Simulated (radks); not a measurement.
The numbers below are computed, except where a source is named.
The gold anion Au- inside a hard spherical wall (all orbitals vanish at R), configuration held at [Hg] and not refilled when levels cross. Level of theory: scalar-relativistic Kohn-Sham, LDA (Slater exchange, VWN5 correlation), spin-unpolarised, spherical densities, point nucleus (a radial shooting solver on a logarithmic mesh with Libxc functionals). Eigenvalues in eV, with the zero of energy where the potential of the charges vanishes at infinity; a dash marks a level that is unbound or too diffuse for the functional's potential to be trusted. A positive occupied level is held by the wall or, in an anion where self-interaction has pushed it up, behind a barrier. The pressure on the wall is -dE/dV.

| R (bohr) | E (hartree) | kinetic (hartree) | e(4f) | e(5p) | e(5d) | e(6s) | e(6p, empty) | e(7s, empty) | pressure (GPa) |
|---|---|---|---|---|---|---|---|---|---|
| 15 | -19001.4996 | 21260.576 | -74.595 | -52.984 | -0.044 | 0.288 | 3.189 | 3.252 | 0.000364 |
| 12 | -19001.4993 | 21260.579 | -74.551 | -52.939 | 0.000 | 0.328 | 3.734 | 4.325 | 0.00472 |
| 8 | -19001.4906 | 21260.636 | -74.074 | -52.458 | 0.465 | 0.770 | 5.299 | 8.801 | 0.285 |
| 6 | -19001.4414 | 21260.898 | -72.682 | -51.085 | 1.744 | 2.107 | 7.960 | 17.065 | 3.85 |
| 4 | -19000.9106 | 21263.246 | -65.461 | -44.362 | 7.916 | 9.746 | 19.671 | 50.621 | 115 |
| 3.5 | -19000.3105 | 21265.686 | -60.124 | -39.661 | 12.402 | 16.124 | 28.660 | 74.105 | 335 |
| 2.5 | -18995.1760 | 21285.223 | -33.415 | -17.717 | 36.104 | 56.949 | 82.176 | 196.91 | 4550 |
